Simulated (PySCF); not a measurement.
Molecule: SMILES CC(C)(C)NC=O, C$_{5}$H$_{11}$NO.

Bonds (- single, = double, # triple, : aromatic): C1-C2, C2-C3, C2-C4, C2-N5, N5-C6, C6=O7. C1 carries H8, H9, H10; C3 carries H11, H12, H13; C4 carries H14, H15, H16; N5 carries H17; C6 carries H18.

Spin–spin couplings on one PBE0-D3(BJ)/def2-SVP geometry, PySCF, gas phase, non-relativistic, equivalent pairs averaged (spin–dipole term only in couplings to heteroatoms); isotopes 13C, 1H, 15N, 17O; functional B3LYP.

Question: How do the couplings (Hz) change with the basis set? Times are CPU seconds on 1 thread of an Arm Neoverse V2, shared host. Far from the basis limit: 6-31G*, pcJ-0, 6-31G-J, def2-TZVP.

Answer: 
```
basis set  functions  1J(C6,H18)  1J(C1,H8)  1J(N5,H17)  1J(C1,C2)  1J(N5,C6)  1J(C2,N5)  1J(C6,O7)  core-s
   6-31G*        120       184.8      143.2       -85.2       51.6      -19.8      -16.5        9.6      20
    pcJ-0        124       172.9      116.1       -78.5       28.5       -6.9       -6.2       53.9      20
  6-31G-J        128       199.1      137.9       -96.4       38.6      -14.3       -9.0       44.4      22
def2-TZVP        283       183.3      126.0       -87.7       36.9      -14.4       -7.7       32.2      89
    pcJ-1        299       191.7      134.1       -93.0       38.1      -15.1       -9.9       28.9      66
```

The Fermi-contact term samples the wavefunction at the nucleus, which is why sets with added tight s functions (names with J) are made for couplings.
